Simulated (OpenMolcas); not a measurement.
## Ho3+: moving or changing the point charges

Ho3+ among 6 point charges of -2 e arranged as a tetragonal octahedron (D4h), 2.71 Å from the ion, with the axial distance 3.062 Å.

```
Program             : OpenMolcas
Method              : CASSCF
Basis               : ANO-RCC-VDZP [7s6p4d2f1g]
Scalar Hamiltonian  : DKH2, point nucleus
Active space        : 10 electrons in 7 orbitals (4f)
State averaging     : 2S+1 = 5 even, 35 roots (30 in the spin-orbit step); 2S+1 = 3 even, 103 roots kept (CI in the orbitals of an earlier block); 2S+1 = 1 even, 31 roots kept (CI in the orbitals of an earlier block)
Spin-orbit coupling : state interaction with AMFI integrals over the reference wave functions
```

Runs around this geometry, states (labels of D4, the rotations of D4h). Energies in cm-1 above the lowest state or level, χT in cm3 K/mol.

| R (Å) | q (e) | Ground state | First state of that spin | First gap with spin-orbit (degeneracies) | Width of lowest J | χT at 300 K |
| --- | --- | --- | --- | --- | --- | --- |
| 2.71 | -1 | 5A1 | 5E 5.0 | 1.6 (1, 2) | 121 | 13.923 |
| 2.71 | -2 | 5A1 | 5E 10.8 | 3.4 (1, 2) | 243 | 13.901 |
| 2.89 | -2 | 5A1 | 5E 8.8 | 2.9 (1, 2) | 198 | 13.913 |
| 3.24 | -2 | 5A1 | 5E 6.2 | 2.2 (1, 2) | 139 | 13.923 |

Taking the width of the lowest J multiplet as R^-n, n = -ln(139 / 243) / ln(3.24 / 2.71) = 3.1 between the shortest and longest distance.

Scaling the charges by -1 / -2 = 0.50 scales the width of the lowest J multiplet by 121 / 243 = 0.50; with fixed orbitals a first-order splitting would follow the charge.

High states are left out of the spin-orbit mixing, which shifts the levels that they would mix with. This is an electrostatic model: the charges have no orbitals. An unlabelled pair can be two single states that coincide in this model. A group larger than the point group allows holds several states that coincide in this model. No measured value stands beside these numbers.
